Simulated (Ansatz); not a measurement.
`[NH2][Sn][Br]`, one more setting.

```yaml
crystal:
  periodic: [false, false, false]
  atoms:
    - {symbol: N, position_ang: [-0.600753, 0.263108, -0.433670]}
    - {symbol: Sn, position_ang: [-0.230479, -0.973198, 1.100168]}
    - {symbol: Br, position_ang: [2.281932, -0.587026, 1.021963]}
    - {symbol: H, position_ang: [0.119186, 0.769634, -0.927544]}
    - {symbol: H, position_ang: [-1.519984, 0.453881, -0.802218]}
basis:
  gaussian: {orbitals: def2-TZVPPP, final_grid: {core_spheres: 8, valence_spheres: 7, degree: 23}}
magnetization: {spin_polarized: true, initial_magnetization: 2}
hamiltonian: {xc: {name: r2SCANh}, dispersion: d3bj, pseudopotentials: {relativity: none}}
accuracy: high
output: {forces: true}
```

```sh
$ ansatz run in.yaml --threads 2 --pin off --events-out ev --progress --plain --max-ram 32768MiB --backend cpu
```

Output, abridged:

```
Error: <dir> can't be read: No such file or directory (os error 2)
```
